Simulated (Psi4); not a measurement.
Intermolecular potential of COS ··· H2Se (SMILES O=C=S and [SeH2]), singlet. Monomers: optimised at B3LYP-D3(BJ) (def2-TZVP), held rigid. Orientation: lowest of the rigid-body minima from ten starts at GFN2-xTB. R is the distance of the centres of mass, along which the second monomer moves.

Levels of theory: PBE/def2-TZVP, counterpoise-corrected (Psi4); PBE-D3(BJ)/def2-TZVP, counterpoise-corrected (Psi4); SAPT0/jun-cc-pVDZ, frozen core (Psi4).

Interaction energies in kcal/mol; the last columns give the difference from SAPT0:

| R / Å | PBE/def2-TZVP | PBE-D3(BJ)/def2-TZVP | SAPT0/jun-cc-pVDZ | PBE/def2-TZVP − SAPT0/jun-cc-pVDZ | PBE-D3(BJ)/def2-TZVP − SAPT0/jun-cc-pVDZ |
|---|---|---|---|---|---|
| 3.53 | 21.72 | 20.46 | 21.97 | -0.25 | -1.52 |
| 3.68 | 12.78 | 11.57 | 12.38 | 0.41 | -0.81 |
| 3.88 | 5.91 | 4.79 | 5.06 | 0.85 | -0.27 |
| 4.12 | 1.96 | 0.98 | 1.00 | 0.96 | -0.02 |
| 4.34 | 0.40 | -0.45 | -0.45 | 0.85 | 0.00 |
| 4.49 | -0.09 | -0.85 | -0.82 | 0.73 | -0.02 |
| 4.83 | -0.44 | -1.01 | -0.93 | 0.48 | -0.09 |
| 5.13 | -0.42 | -0.85 | -0.75 | 0.33 | -0.10 |
| 5.63 | -0.26 | -0.51 | -0.45 | 0.19 | -0.06 |
| 6.28 | -0.11 | -0.24 | -0.22 | 0.11 | -0.01 |
| 7.36 | -0.03 | -0.07 | -0.08 | 0.05 | 0.01 |
| 8.63 | -0.01 | -0.02 | -0.03 | 0.02 | 0.00 |

PBE/def2-TZVP is furthest from SAPT0/jun-cc-pVDZ at 4.12 (0.96 kcal/mol, above); its mean absolute difference over the points is 0.44 kcal/mol.

PBE-D3(BJ)/def2-TZVP is furthest from SAPT0/jun-cc-pVDZ at 3.53 (-1.52 kcal/mol, below); its mean absolute difference over the points is 0.24 kcal/mol.
